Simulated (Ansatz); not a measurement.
Consider the formal exchange of groups at a B–C bond: `C#CBCO` + `C=NO` → `C#CBN=C` + `OCO`.

Program: Ansatz. Geometries: PBE0-D4/def2-TZVP. ΔE: electronic, gas phase. CCSD(T)/CBS adds triple-zeta CCSD(T) − MP2 to the extrapolated MP2 energy (def2 sets, frozen cores). This one scheme is used for every species. DFT in def2-TZVPP. B3LYP here is the variant with VWN-RPA as its local correlation; programs differ in this. Each species was taken in one conformer, which may not be the lowest.

| level | ΔE (kJ/mol) |
| --- | --- |
| B3LYP | -227.1 |
| CCSD/def2-TZVPP | -228.1 |

Task: What does CCSD(T)/CBS give? (Estimate.)

Result: Ansatz gave: -224.9 kJ/mol. The listed levels differ from it by -2.2, -3.2 kJ/mol.

Largest T1 diagnostic among the species: 0.016.

In def2-TZVPP, CCSD(T) changes the Hartree–Fock value by +15.3 kJ/mol (the triples alone add +2.6 kJ/mol) and MP2 by +5.9 kJ/mol. From PBE to PBE0 (25 % exact exchange), in def2-TZVPP and without D4, ΔE moves by −7.2 kJ/mol.
